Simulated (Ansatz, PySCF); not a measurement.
Complex: HCl (SMILES Cl) (first 2 atoms) with ClH3Si (SMILES [SiH3]Cl); geometry from B3LYP-D3(BJ)/def2-TZVP.
(charge 0, multiplicity 1):
```xyz
7

Cl     0.1814     0.4272    -0.0816
H     -0.0892    -0.4557     0.8177
Si     0.0413     0.6405     3.8227
Cl    -0.4100    -1.2688     3.1252
H     -0.0535     0.6011     5.2938
H     -0.9435     1.5755     3.2515
H      1.4095     0.9699     3.3870
```

Basis-set superposition error: the interaction energy with monomers in their own basis, and in the dimer's basis (counterpoise).

Run with Ansatz (an electronic-structure program) with Gaussian orbitals; PySCF for 6-31G* rows. 

| level | uncorrected (kcal/mol) | counterpoise (kcal/mol) | difference |
|---|---|---|---|
| HF/6-31G* | -0.08 | 0.32 | 0.40 |
| HF/aug-cc-pV(T+d)Z | 0.21 | 0.30 | 0.09 |
| SVWN5/def2-TZVPPD | -4.98 | -4.84 | 0.14 |
| BLYP/def2-TZVPPD | -0.50 | -0.38 | 0.12 |
| B3LYP/def2-TZVPPD | -0.97 | -0.87 | 0.10 |
| CAM-B3LYP/def2-TZVPPD | -1.64 | -1.54 | 0.10 |
| wB97X-V/def2-TZVPPD | -2.61 | -2.51 | 0.09 |
| wB97M-V/def2-TZVPPD | -2.59 | -2.51 | 0.08 |
| B2PLYP/def2-TZVPPD | -1.75 | -1.50 | 0.24 |
| CCSD/aug-cc-pV(D+d)Z | -2.61 | -1.42 | 1.19 |

The error is largest for CCSD/aug-cc-pV(D+d)Z (1.19 kcal/mol) and smallest for wB97M-V/def2-TZVPPD (0.08 kcal/mol).
